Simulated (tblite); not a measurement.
C₅H₇FNS (doublet state).
Cartesian coordinates in Å at the GFN2-xTB level; atoms count from 1:
```xyz
15
C5H7FNS angstrom
C     -2.7049    0.5545   -0.2768
N     -1.6215    0.0283    0.0568
C     -0.5297    0.8368    0.5140
C      0.6889    0.5292   -0.3440
C      1.1674   -0.9276   -0.3050
C      2.5656   -0.5372    0.0505
F      3.3485   -1.2980    0.8381
S      2.2635    1.1549    0.3933
H     -3.5046   -0.0883   -0.6131
H     -2.9072    1.6311   -0.2454
H     -0.7469    1.9177    0.4920
H     -0.3177    0.5429    1.5473
H      0.5670    0.9270   -1.3514
H      0.6548   -1.5057    0.4692
H      1.0724   -1.4698   -1.2476
```

All values are computed: GFN2-xTB (tblite) harmonic vibrations without scaling, gas phase. Against measured fundamentals such values can be off by several per cent, at times by over 20. One conformer, not necessarily the lowest. Open shells enter through the occupations alone, without spin polarisation, and single modes of such species can be off by tens of per cent.

Harmonic wavenumbers (cm⁻¹): 51.1, 66.1, 93.0, 181.6, 298.3, 317.8, 333.9, 382.5, 480.8, 506.3, 665.3, 722.7, 780.8, 897.7, 923.7, 983.8, 991.9, 1016.6, 1072.9, 1076.4, 1105.7, 1135.3, 1166.1, 1187.3, 1212.3, 1266.4, 1285.5, 1307.2, 1416.6, 1449.0, 1461.2, 1760.1, 2840.3, 2876.6, 2935.8, 2944.7, 2972.2, 2979.5, 3081.9.

A = 4210, B = 908.4, C = 794.5 MHz; mass 132.028 u (most abundant isotopes); point group C1, symmetry number 1; spin multiplicity 2.

What is the zero-point energy?

Half the sum of the wavenumbers: 24113 cm⁻¹ = 288.46 kJ/mol.

What is S at 400 K and 1 bar for an ideal gas of classical rigid rotors and harmonic oscillators?

Translation 175.86, rotation 125.21, vibration 131.28, spin (R ln 2) 5.76: S = 438.1 J/(mol K).

And Cp and H(400 K) − H(0)?

Cp = 166.60 J/(mol K), of which vibrations give 133.34 (their classical limit is 39 R = 324.3); H(400 K) − H(0) = 40.14 kJ/mol without the zero-point energy, 26.84 from vibrations.

Blend soft modes into free rotors: weight 1/[1 + (100 cm⁻¹/ν̃)⁴] for the oscillator and the rest for a rotor with moment μB/(μ + B), μ = h/(8π²ν), B = 10⁻⁴⁴ kg m². What vibrational entropy results?

118.35 J/(mol K) in place of 131.28, which changes −T·S at 400 K by +5.17 kJ/mol.

What must be added to the electronic energy to get the Gibbs energy at 400 K and 1 bar?

ZPE + [H(400 K) − H(0)] − T·S = 288.46 + 40.14 − 175.24 = 153.36 kJ/mol.

How do the functions run with temperature in this model?

```tsv
T (K)	S (J/(mol K))	Cp (J/(mol K))	H − H(0) (kJ/mol)	G − H(0) (kJ/mol)	ln q(vib)
100	291.5	68.4	5.11	-24.04	1.56
200	348.5	99.6	13.51	-56.19	3.66
300	395.1	133.3	25.12	-93.42	5.70
500	478.5	195.2	58.28	-180.95	9.73
800	584.1	253.1	126.38	-340.89	15.57
1000	643.3	277.2	179.54	-463.76	19.21
```

q(vib) and H(0) count from the zero-point level.

Which modes carry the vibrational entropy at 400 K?

51.1 cm⁻¹: 22.41; 66.1 cm⁻¹: 20.28; 93.0 cm⁻¹: 17.46; 181.6 cm⁻¹: 12.00; 298.3 cm⁻¹: 8.12; 317.8 cm⁻¹: 7.64 J/(mol K); the other 33 give 43.37 together.

Hindered rotation and anharmonicity are outside this model. Other conformers, if any are populated, would add a mixing term that is left out. The structure is chiral; the term R ln 2 for an equal mix with its mirror image is left out.
